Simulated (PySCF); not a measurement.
CH2N (SMILES C=[N]), doublet, geometry from GFN2-xTB. Base run: PySCF with R2SCAN/aug-cc-pVDZ.

Geometry (Å):
```xyz
4

C     -0.4732     0.1047    -0.0114
N      0.7114    -0.1573     0.0171
H     -1.2681    -0.6498     0.0415
H     -0.8727     1.1233    -0.0929
```
Charge 0, spin multiplicity 2.
Orbitals are unrestricted.
All else is at PySCF's defaults.

Variants of this job, named by their change:

| change | E (Eh) | HOMO (eV) | dipole (D) | <S^2> | core-seconds (rough) |
|---|---|---|---|---|---|
| base | -93.93744 | -6.55 | 2.54 | 0.763 | 2 |
| functional = mn12l | -93.89408 | -6.41 | 2.59 | 0.764 | 2 |
| functional = tpss | -94.01047 | -6.26 | 2.50 | 0.759 | 3 |
| functional = tpssh | -93.99934 | -6.91 | 2.51 | 0.761 | 3 |
| functional = pbe0; dispersion = d3bjm | -93.88018 | -7.69 | 2.54 | 0.761 | 1 |
| functional = bp86 | -93.99024 | -6.13 | 2.53 | 0.756 | 1.0 |
| functional = b3lyp | -93.99475 | -7.40 | 2.55 | 0.759 | 1 |
| functional = b3lyp; dispersion = d3zero | -93.99493 | -7.40 | 2.55 | 0.759 | 1 |
| functional = wb97m_v | -93.95104 | -9.80 | 2.57 | 0.760 | 20 |
| functional = mn15 | -93.87161 | -8.13 | 2.55 | 0.761 | 2 |
| functional = hf | -93.44340 | -12.11 | 2.53 | 0.885 | 0.4 |
| functional = m062x | -93.94693 | -8.91 | 2.53 | 0.763 | 2 |
| functional = o3lyp | -93.96406 | -6.78 | 2.50 | 0.761 | 1 |

Totals shift with the method and basis; they matter in differences.

Open shells are given as the SCF converged; they aren't shown to be the lowest states, and a large step between rows can be another state.
